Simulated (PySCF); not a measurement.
CH₃FO₂Si, SMILES O=CO[SiH2]F. Atoms are numbered in the order given.

```xyz
8

O     -0.6535     2.0210     0.0000
C      0.4898     1.6520     0.0000
O      0.8425     0.3723     0.0000
Si    -0.4475    -0.7536     0.0000
F      0.3208    -2.1726     0.0000
H      1.3708     2.3256     0.0000
H     -1.2227    -0.6400     1.2534
H     -1.2227    -0.6400    -1.2534
```

The structure is a stationary point at PBE0-D3(BJ)/def2-SVP. The structure was generated by enumeration, and PubChem lists no compound with its InChIKey, so it may never have been made. One conformer was computed; it need not be the lowest.

Method: PySCF with PBE/def2-TZVP.

Computed frontier levels, gap, dipole moment and polarisability:
```yaml
highest_occupied_level: -7.15 eV
lowest_empty_level: -1.74 eV
orbital_gap: 5.41 eV
dipole_moment: 0.53 D
quadrupole, principal values (traceless, Buckingham form, about the centre of nuclear charge): -11.32, 3.08, 8.25 D·Å
mean_static_polarisability: 42.5 bohr³ (6.30 Å³)
polarisability_principal_values: 35.0, 41.8, 50.8 bohr³
```
